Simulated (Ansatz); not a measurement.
Reactions of `C#C[SiH](F)CF`.

Gas-phase electronic energies from Ansatz, PBE0-D4/def2-TZVP geometries. CCSD(T)/CBS is the MP2 limit (def2-TZVPP, def2-QZVPP) plus CCSD(T) − MP2 in def2-TZVPP, frozen cores. This one scheme is used for every species. Each species was taken in one conformer, which may not be the lowest.

Question: Order these by ΔE at CCSD(T)/CBS, lowest first. (Estimate.)
A. `C#C[SiH](F)CF` + `C[SiH2]SS` → `C#CSS[SiH2]C` + `FC[SiH2]F`
B. `C#C[SiH](F)CF` + H₂S → `C#CS` + `FC[SiH2]F`
C. `C#C[SiH](F)CF` + `CSS` → `CSSCF` + `C#C[SiH2]F`
D. `C#C[SiH](F)CF` + `C=C(O)O` → `C=C(O)OCF` + `C#C[SiH2]F`

Answer: C (+8.2 kJ/mol), D (+38.1 kJ/mol), A (+78.1 kJ/mol), B (+88.2 kJ/mol).

Largest T1 diagnostic: 0.013, for `C#CS`.
